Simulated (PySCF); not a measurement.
**How methods differ on the ionisation energy of Ir**

Ir [Xe] 4f14 5d7 6s2 (4F) → Ir⁺ [Xe] 4f14 5d7 6s1 (5F), as a difference of total energies. Computed with PySCF 2.14 in def2-QZVPPD with the def2 core potential (60 electrons) (7s5p4d4f2g, 88 functions), with a scalar-relativistic core potential. Correlated levels: valence: 5s2 5p6 frozen; valence and next inner shell: nothing frozen outside the core potential. The calculations carry no spin-orbit coupling.

Task: Order these methods by the ionisation energy they give, lowest first.
A. UHF
B. MP2 (valence and next inner shell)
C. B97-3
D. PBE0

Result: A (7.024 eV), D (8.626 eV), C (8.828 eV), B (8.857 eV).

Errors of the correlated levels include the incompleteness of this basis and the frozen core.

For comparison: 8.926 eV (measured; NIST levels, between the centres of gravity of the two terms).
